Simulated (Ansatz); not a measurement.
`C=[CH][Ge]([Cl])([Cl])[Cl]` + `C#[C][GaH2]` → `C#[C][Ge]([Cl])([Cl])[Cl]` + `C=[CH][GaH2]`  (redistribution)

Isolated molecules relaxed with PBE0-D4/def2-TZVP in Ansatz; ΔE leaves out vibrations. CBS: MP2 limit from def2 TZ/QZ plus the TZ coupled-cluster correction, frozen cores. DFT in def2-TZVPP. For Ga, Ge outer-core shells are correlated without core-valence functions, which leaves a few kJ/mol of doubt a bond. Scalar relativity is left out up to krypton. One conformer a species, not always the lowest.

```
          level  ΔE (kJ/mol)
      revPBE-D4         38.7
      r2SCAN-D4         40.8
     r2SCANh-D4         40.7
CCSD/def2-TZVPP         36.8
```

(1) What does CCSD(T)/CBS give? (An estimate is asked.)

Largest T1 diagnostic among the species: 0.014.

Results:

(1) The calculation gave: +39.7 kJ/mol. The listed levels differ from it by -1.0, 1.1, 1.0, -2.9 kJ/mol.

Leaving LDA and LC-ωPBE aside and taking each functional with its dispersion term where it has one, the values, not all of them listed here, spread over 3.4 kJ/mol, from B2PLYP to r2SCAN-D4. At CCSD(T), def2-SVP lies −3.1 kJ/mol from the extrapolated value and def2-TZVPP −3.1 kJ/mol.

CCSD(T)/CBS has its own doubt, a few kJ/mol and more with outer-core shells, so smaller differences from it don't rank the levels.
